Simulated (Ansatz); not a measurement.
Consider the hydrogenolysis of the Si–C bond: `C[Si]1(Cl)CS1` + H₂ → `Cl[SiH]1CS1` + CH₄.

Isolated molecules relaxed with PBE0-D4/def2-TZVP in Ansatz; ΔE leaves out vibrations. CBS: MP2 limit from def2 TZ/QZ plus the TZ coupled-cluster correction, frozen cores. This one scheme is used for every species. Functionals use def2-TZVPP. B3LYP here is the variant with VWN-RPA as its local correlation; programs differ in this.

```tsv
level	ΔE (kJ/mol)
PBE0-D4	-12.8
ωB97M-V	-12.2
B3LYP	-26.1
HF/def2-TZVPP	-36.3
MP2/def2-TZVPP	-8.2
SCS-MP2/def2-TZVPP	-15.1
MP2/CBS(def2)	-6.4
CCSD/CBS(def2)	-17.1
```

(1) What does CCSD(T)/CBS give? (Estimate.)

Largest T1 diagnostic among the species: 0.011.

Answers

(1) The calculation gave: -12.8 kJ/mol. The listed levels differ from it by 0.0, 0.6, -13.3, -23.5, 4.6, -2.3, 6.4, -4.3 kJ/mol.

In def2-TZVPP, CCSD(T) changes the Hartree–Fock value by +21.7 kJ/mol (the triples alone add +4.3 kJ/mol) and MP2 by +28.2 kJ/mol. The D4 term adds +10.8 kJ/mol with B3LYP and +6.1 kJ/mol with PBE0; it sums over pairs of atoms, weighted by their polarisabilities, and B3LYP, whose exchange is more repulsive, gets the larger term.
